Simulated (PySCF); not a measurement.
**Krypton: a sound run and one with changed settings**

Sound run: Kr²⁺ [Ar] 3d10 4s2 4p4, Kr³⁺ [Ar] 3d10 4s2 4p3. All numbers are calculated (PySCF 2.14, the non-relativistic Hamiltonian (point nucleus), in pcseg-2 (6s5p3d1f, 43 functions)). In the sound run the correlated levels freeze [Ar] 3d10. The sound run starts from symmetry-adapted Hartree-Fock orbitals and uses a fine grid where one is needed.

Changed run: basis STO-3G. This setting is unsound on purpose.

```
species  method  sound run (hartree)  changed run (hartree)  converged
   Kr²⁺     UHF          -2750.68844            -2721.45462        yes
   Kr²⁺   M06-L          -2752.28771            -2722.79911        yes
   Kr²⁺  M06-2X          -2752.47283            -2722.75910        yes
   Kr²⁺     MP2          -2750.79514            -2721.45462        yes
   Kr³⁺     UHF          -2749.42722            -2720.16316        yes
   Kr³⁺   M06-L          -2750.98814            -2721.45140        yes
   Kr³⁺  M06-2X          -2751.17500            -2721.41804        yes
   Kr³⁺     MP2          -2749.50872            -2720.16316        yes
```

Ionisation energy of Kr²⁺:

```
 method  sound run (eV)  changed run (eV)
    UHF          34.319            35.142
  M06-L          35.363            36.673
 M06-2X          35.316            36.492
    MP2          35.005            35.142
SCS-MP2          35.074            35.142
```

A minimal basis cannot let orbitals breathe on ionisation and holds almost no correlation.

For comparison, NIST gives 35.838 ± 0.02 eV between the lowest levels.
